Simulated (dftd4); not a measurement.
C4H10S, charge -1, doublet, at the geometry of the source list (a state made from the parent by changing its charge; the spin is typed, not shown lowest); D4 for pbe (dftd4).

dftd4 was given this input:
```
$ dftd4 mol.xyz --func pbe --charge -1 --json dftd4.json --noedisp --grad

# file mol.xyz
15

C      2.56440000    -0.11540000     0.11420000
C      1.11170000     0.17840000    -0.20530000
S      0.05090000    -0.28100000     1.21340000
C     -1.54800000     0.38980000     0.64800000
C     -2.16230000    -0.41070000    -0.48500000
H      2.88150000     0.44890000     0.98760000
H      3.19280000     0.15800000    -0.73070000
H      2.69680000    -1.17380000     0.32360000
H      0.95740000     1.24240000    -0.39360000
H      0.78340000    -0.39760000    -1.07100000
H     -1.38760000     1.43110000     0.36450000
H     -2.18300000     0.35660000     1.53280000
H     -2.26390000    -1.45350000    -0.19480000
H     -1.54650000    -0.35710000    -1.37980000
H     -3.14760000    -0.01590000    -0.72410000
```

It wrote (shortened):

```
                    ____  _____ _____     ____  _  _
      -------------|  _ \|  ___|_   _|---|  _ \| || |------------
     |             | | | | |_    | | ___ | | | | || |_           |
     |             | |_| |  _|   | ||___|| |_| |__   _|          |
     |             |____/|_|     |_|     |____/   |_|            |
     |             ===================================           |
     |            E. Caldeweyher, S. Ehlert & S. Grimme          |
     |          Mulliken Center for Theoretical Chemistry        |
     |                    University of Bonn                     |
      -----------------------------------------------------------

Rational (Becke-Johnson) damping: pbe-D4-ATM
---------------------
  s6         1.0000
  s8         0.9595
  s9         1.0000
  a1         0.3857
  a2         4.8069
 alp        16.0000
--------------------

Dispersion energy:      -1.2737107496687E-02 Eh

Gradient norm:           9.4411987136694E-04 Eh/a0
--------------------------------------------------
     #    Z           dE/dx      dE/dy      dE/dz
--------------------------------------------------
     1    6 C     4.211E-04 -2.045E-05 -5.038E-05
     2    6 C     2.771E-04  8.080E-05 -1.526E-04
     3   16 S    -2.343E-05 -3.680E-05  4.206E-04
     4    6 C    -2.989E-04  1.378E-04  1.126E-04
     5    6 C    -4.054E-04 -1.086E-04 -2.115E-04
     6    1 H     7.485E-05 -8.758E-06 -2.024E-05
     7    1 H     8.754E-05  3.445E-07 -2.427E-05
     8    1 H     7.743E-05  5.236E-06 -1.336E-05
     9    1 H     8.740E-05  1.933E-06  4.378E-06
    10    1 H     9.918E-05  2.052E-06  7.760E-06
    11    1 H    -6.304E-05 -8.142E-07  3.573E-05
    12    1 H    -2.556E-05  4.232E-06  1.956E-05
    13    1 H    -9.194E-05 -1.780E-05 -3.653E-05
    14    1 H    -1.273E-04 -2.594E-05 -4.176E-05
    15    1 H    -8.906E-05 -1.315E-05 -4.989E-05
--------------------------------------------------

Virial:
--------------------------------------------------
      component           x          y          z
--------------------------------------------------
          x       8.353E-03  3.105E-04  1.058E-04
          y       3.105E-04  2.885E-04  2.328E-04
          z       1.058E-04  2.328E-04  1.585E-03
--------------------------------------------------

[Info] Dispersion results written to 'dftd4.txt'
[Info] JSON dump of results written to 'dftd4.json'
```
